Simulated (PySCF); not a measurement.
Os²⁺ (osmium, charge +2): UHF calculation

Configuration: [Xe] 4f14 5d5 6p1, high-spin 7P determinant (an excited configuration). Computed with PySCF 2.14 in ANO-RCC-VTZP (8s7p5d3f2g1h, 104 functions), with scalar relativity by spin-free X2C-1e.

| Item | Value |
| --- | --- |
| Total energy | -17248.331086 hartree |
| One-electron energy | -23604.7889 hartree |
| Hartree (Coulomb) energy | 6695.7603 hartree |
| Exchange energy | -339.3024 hartree |
| ⟨S²⟩ | 12.0042 |
| ⟨L²⟩ | 2.019 |
| Sum of ⟨r⟩ | 40.49 bohr |
| Sum of ⟨r²⟩ | 49.36 bohr² |
| Traceless quadrupole moment −½Σ⟨3z² − r²⟩ along its main axis | -5.03 e·bohr² |
| Langevin diamagnetic susceptibility | -39.1 ×10⁻⁶ cm³/mol |

```tsv
shell	electrons	mean orbital energy (eV)	spread (eV)	rms radius, mean of both spins (bohr)
1s β	1	-74279.6	0	0.0200
1s α	1	-74279.6	0	0.0200
2s α	1	-13100.4	0	0.0809
2s β	1	-13099.9	0	0.0809
2p α	3	-11448.6	0.023	0.0739
2p β	3	-11448.0	0.033	0.0739
3s α	1	-3130.3	0	0.207
3s β	1	-3130.2	0	0.207
3p α	3	-2634.7	0.012	0.209
3p β	3	-2634.5	0.059	0.209
3d α	5	-2059.2	0.037	0.191
3d β	5	-2058.8	0.051	0.191
4s α	1	-712.48	0	0.459
4s β	1	-711.76	0	0.459
4p α	3	-546.39	0.003	0.488
4p β	3	-545.62	0.128	0.488
4d α	5	-332.27	0.096	0.526
4d β	5	-331.11	0.131	0.526
5s α	1	-133.02	0	1.08
5s β	1	-126.40	0	1.08
4f α	7	-93.574	0.120	0.609
4f β	7	-92.758	0.153	0.609
5p α	3	-88.780	0.053	1.24
5p β	3	-79.087	0.467	1.24
5d α	5	-34.538	0.292	1.74
6p α	1	-18.271	0	3.49
```

Spin-orbit coupling, absent here, splits the open shell strongly.

Densities and radii are taken from the X2C orbitals without a picture-change correction, which distorts them close to the nucleus.

Spin-orbit constants ζ (cm⁻¹) from the X2C one-electron operator on these orbitals: bare nucleus, nucleus screened by l(l+1)(2l+1)/3 electrons, and screened by the Breit-Pauli mean field of the electrons.

```
shell     bare  screened nucleus  mean field
   2p  7733000           7529000         n/a
   3p  1704000           1659000         n/a
   3d   264300            229500         n/a
   4p   395000            384600         n/a
   4d    53340             46320         n/a
   4f     9987              6307         n/a
   5p    56500             55010         n/a
   5d     4521              3926         n/a
   6p     6387              6219         n/a
```

To first order the Landé constant is A = 1036 cm⁻¹, so the lowest level has J = 2 and lies 0.514 eV below the centre of the term. This holds in LS coupling only.
